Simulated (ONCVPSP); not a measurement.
## lutetium (Lu): excitation energies, all-electron against ONCV

```json
{"Element": "lutetium", "Generator": "ONCVPSP 4.0.1", "Type": "optimised norm-conserving Vanderbilt (ONCV)", "Functional": "PBEsol", "Relativity": "scalar-relativistic", "Frozen core": "[Kr] 4d10", "Valence charge": "25", "Reference configuration": "4f14 5s2 5p6 5d1 6s1 6p1", "Partial waves": "5s+6s: rc 1.75 bohr, ncon 3, nbas 8, qcut 6.4 1/bohr, 2 projectors; 5p+6p: rc 2.30 bohr, ncon 4, nbas 7, qcut 5 1/bohr, 2 projectors; 5d: rc 3.20 bohr, ncon 4, nbas 9, qcut 4.7 1/bohr, 1 projector; 4f: rc 1.00 bohr, ncon 4, nbas 9, qcut 14.4 1/bohr, local", "Local potential": "the f channel", "Core correction": "Teter function, fcfact 6, rcfact 1.15"}
```

Energies are relative to the spin-unpolarised reference configuration 4f14 5s2 5p6 5d1 6s1 6p1; without spin polarisation the order of configurations can differ from experiment.

Q: Give the all-electron excitation energy and the error of the potential for: 4f14 5s2 5p6 5d1 6s2 6p0; 4f14 5s2 5p6 5d1 6s1 6p0; 4f14 5s2 5p6 5d1 6s0 6p0; 4f13 5s2 5p6 5d2 6s1 6p0.

A:

| valence configuration | charge | ΔE all-electron (eV) | error AE − PS (meV) |
| --- | --- | --- | --- |
| 4f14 5s2 5p6 5d1 6s2 6p0 | 0 | -3.449 | +0.3 |
| 4f14 5s2 5p6 5d1 6s1 6p0 | +1 | 3.942 | -0.9 |
| 4f14 5s2 5p6 5d1 6s0 6p0 | +2 | 17.163 | -7.5 |
| 4f13 5s2 5p6 5d2 6s1 6p0 | +1 | 15.363 | -210 |

Levels in the configuration 4f14 5s2 5p6 5d1 6s0 6p0:

```tsv
level	all-electron (eV)	pseudo (eV)
4f	-24.335	-24.421
5s	-75.805	-75.848
5p	-46.357	-46.387
5d	-15.013	-15.023
```

Note: ghosts flagged at negative energy: s at -551.8 eV, p at -144.4 eV; GHOST(+) flagged for d at 20.1 eV. A true bound ghost makes a file unfit for plane-wave use.
